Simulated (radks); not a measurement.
Question: Valence configurations of Hg IV (all share [Xe]). Calculated with a radial shooting solver on a logarithmic mesh with Libxc functionals: scalar-relativistic Kohn-Sham, PBE, spin-polarised, spherical densities, finite nucleus; open shells are filled with parallel spins first (spin-orbit coupling, left out, can overturn this in heavy ions); Fermi nuclear charge, rms radius 5.4648 fm. Order these by energy: 4f12.5 5d9.5 6s1; 4f13 5d9 6s1; 4f14 5d7 6p2; 4f13 5d7 6s1 6p2; 4f14 5d7 6s2; 4f14 5d9; 4f13.5 5d9 6p0.5; 4f14 5d8.5 6s0.5; 4f13 5d10; 4f13.5 5d9.5.

Answer: From the lowest, in eV above it: 4f14 5d9 0.000; 4f14 5d8.5 6s0.5 3.901; 4f14 5d7 6s2 18.138; 4f14 5d7 6p2 38.684; 4f13.5 5d9.5 45.336; 4f13.5 5d9 6p0.5 54.927; 4f13 5d10 93.141; 4f13 5d9 6s1 102.88; 4f13 5d7 6s1 6p2 147.76; 4f12.5 5d9.5 6s1 154.12. NIST lists [Xe] 4f14 5d9 as the ground configuration; this level of theory agrees among the configurations tried. The energies are those of spherical high-spin densities, not of single terms.
